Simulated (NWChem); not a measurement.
System: C$_{2}$H$_{4}$BFO$_{2}$; SMILES CB(F)OC=O

NWChem input:

```
start job
memory heap 200 mb stack 700 mb global 900 mb
geometry units angstroms noautosym nocenter noautoz
  C     -1.555659     0.700861     0.000000
  B     -0.001313     0.855921     0.000000
  F      0.576670     2.053813     0.000000
  O      0.939149    -0.174738     0.000000
  C      0.670084    -1.506389     0.000000
  O     -0.415485    -2.020924     0.000000
  H     -1.892652     0.126225    -0.870767
  H     -2.054431     1.674513     0.000000
  H     -1.892652     0.126225     0.870767
  H      1.619432    -2.061895     0.000000
end
basis spherical
  * library def2-svp
end
dft
  xc xcamb88 1.00 lyp 0.81 vwn_5 0.19 hfexch 1.00
  cam 0.33 cam_alpha 0.19 cam_beta 0.46
  iterations 150
end
property
  efieldgrad
end
task dft property
```

Parts of the log:

```
             Northwest Computational Chemistry Package (NWChem) 7.3.0
             --------------------------------------------------------

                             Geometry "geometry" -> ""
                             -------------------------

 Output coordinates in angstroms (scale by  1.889725989 to convert to a.u.)

  No.       Tag          Charge          X              Y              Z
 ---- ---------------- ---------- -------------- -------------- --------------
    1 C                    6.0000    -1.55565900     0.70086100     0.00000000
    2 B                    5.0000    -0.00131300     0.85592100     0.00000000
    3 F                    9.0000     0.57667000     2.05381300     0.00000000
    4 O                    8.0000     0.93914900    -0.17473800     0.00000000
    5 C                    6.0000     0.67008400    -1.50638900     0.00000000
    6 O                    8.0000    -0.41548500    -2.02092400     0.00000000
    7 H                    1.0000    -1.89265200     0.12622500    -0.87076700
    8 H                    1.0000    -2.05443100     1.67451300     0.00000000
    9 H                    1.0000    -1.89265200     0.12622500     0.87076700
   10 H                    1.0000     1.61943200    -2.06189500     0.00000000

 Effective nuclear repulsion energy (a.u.)     220.1531941551

                              NWChem Property Module
                              ----------------------

  itol2e modified to match energy
  convergence criterion.

                                 NWChem DFT Module
                                 -----------------

 Summary of "ao basis" -> "ao basis" (spherical)
 ------------------------------------------------------------------------------
       Tag                 Description            Shells   Functions and Types
 ---------------- ------------------------------  ------  ---------------------
 C                          def2-svp                 6       14   3s2p1d
 B                          def2-svp                 6       14   3s2p1d
 F                          def2-svp                 6       14   3s2p1d
 O                          def2-svp                 6       14   3s2p1d
 H                          def2-svp                 3        5   2s1p

  itol2e modified to match energy
  convergence criterion.

            General Information
            -------------------
          SCF calculation type: DFT
          Wavefunction type:  closed shell.
          No. of atoms     :    10
          No. of electrons :    46
           Alpha electrons :    23
            Beta electrons :    23
          Charge           :     0
          Spin multiplicity:     1
          Use of symmetry is: off; symmetry adaption is: off
          Maximum number of iterations: 150
          AO basis - number of functions:   104
                     number of shells:    48
          Convergence on energy requested:  1.00D-07
          Convergence on density requested:  1.00D-05
          Convergence on gradient requested:  5.00D-04

              XC Information
              --------------
                     Hartree-Fock (Exact) Exchange  1.000
                   CAM-Becke88 Exchange Functional  1.000
                      VWN V Correlation Functional  0.190 local
              Lee-Yang-Parr Correlation Functional  0.810

           Range-Separation Parameters
           ---------------------------
           Alpha           :  0.19
           Beta            :  0.46
           Gamma           :  0.33
           Short-Range HF  :     F

[...]

          -----------------------
          Electric field gradient
          -----------------------

 1 a.u. = 0.324123 10**(16) esu/cm**3  ( or statvolts/cm**2 ) = 0.97174 10**(22) v/m**2

 ------------------------------------------------------------
   Atom      X         Y         Z
 ------------------------------------------------------------
    1 C   -2.93977   1.32444   0.00000
 ------------------------------------------------------------

 Electric field gradient in molecular frame (a.u.)
         XX             YY             ZZ             XY             XZ             YZ
 ------------------------------------------------------------------------------------------
        0.075926      -0.011577      -0.064349       0.022157      -0.000000       0.000000

 Principal components (a.u.) and orientation
 of principal axis w.r.t. absolute frame                      Asymmetry parameter eta
 --------------------------------------------------------------------------------------
        0.081217      -0.064349      -0.016868                       0.584626

        0.972658       0.000000      -0.232242
        0.232242      -0.000000       0.972658
       -0.000000       1.000000       0.000000

 ------------------------------------------------------------
   Atom      X         Y         Z
 ------------------------------------------------------------
    2 B   -0.00248   1.61746   0.00000
 ------------------------------------------------------------

 Electric field gradient in molecular frame (a.u.)
         XX             YY             ZZ             XY             XZ             YZ
 ------------------------------------------------------------------------------------------
        0.285439       0.070394      -0.355833       0.010036      -0.000000      -0.000000

 Principal components (a.u.) and orientation
 of principal axis w.r.t. absolute frame                      Asymmetry parameter eta
 --------------------------------------------------------------------------------------
       -0.355833       0.285907       0.069927                       0.606970

        0.000000       0.998917      -0.046519
        0.000000       0.046519       0.998917
        1.000000      -0.000000      -0.000000

 ------------------------------------------------------------
   Atom      X         Y         Z
 ------------------------------------------------------------
    3 F    1.08975   3.88114   0.00000
 ------------------------------------------------------------

 Electric field gradient in molecular frame (a.u.)
         XX             YY             ZZ             XY             XZ             YZ
 ------------------------------------------------------------------------------------------
        0.727619      -0.793818       0.066199      -0.945785      -0.000000       0.000000

 Principal components (a.u.) and orientation
 of principal axis w.r.t. absolute frame                      Asymmetry parameter eta
 --------------------------------------------------------------------------------------
       -1.246855       1.180656       0.066199                       0.893814

        0.432003       0.901872       0.000000
        0.901872      -0.432003      -0.000000
        0.000000      -0.000000       1.000000

 ------------------------------------------------------------
   Atom      X         Y         Z
 ------------------------------------------------------------
    4 O    1.77473  -0.33021   0.00000
 ------------------------------------------------------------

 Electric field gradient in molecular frame (a.u.)
         XX             YY             ZZ             XY             XZ             YZ
 ------------------------------------------------------------------------------------------
        0.871311      -1.238379       0.367068       0.196253      -0.000000      -0.000000

 Principal components (a.u.) and orientation
 of principal axis w.r.t. absolute frame                      Asymmetry parameter eta
 --------------------------------------------------------------------------------------
       -1.256480       0.889412       0.367068                       0.415721

       -0.091843       0.995773       0.000000
        0.995773       0.091843       0.000000
        0.000000      -0.000000       1.000000

 ------------------------------------------------------------
   Atom      X         Y         Z
 ------------------------------------------------------------
    5 C    1.26628  -2.84666   0.00000
 ------------------------------------------------------------

 Electric field gradient in molecular frame (a.u.)
         XX             YY             ZZ             XY             XZ             YZ
 ------------------------------------------------------------------------------------------
        0.384066      -0.006255      -0.377811      -0.064396       0.000000      -0.000000

 Principal components (a.u.) and orientation
 of principal axis w.r.t. absolute frame                      Asymmetry parameter eta
 --------------------------------------------------------------------------------------
        0.394416      -0.377811      -0.016605                       0.915800

        0.987329      -0.000000       0.158685
       -0.158685       0.000000       0.987329
        0.000000       1.000000      -0.000000

 ------------------------------------------------------------
   Atom      X         Y         Z
 ------------------------------------------------------------
    6 O   -0.78515  -3.81899   0.00000
 ------------------------------------------------------------

 Electric field gradient in molecular frame (a.u.)
         XX             YY             ZZ             XY             XZ             YZ
 ------------------------------------------------------------------------------------------
       -0.084531       1.212627      -1.128096      -0.919655       0.000000      -0.000000

[...]
```

Level: CAM-B3LYP/def2-SVP. The geometry was optimised at B3LYP/6-31G* (spherical d). NWChem prints the field gradient with the sign opposite to the second derivative of the potential.
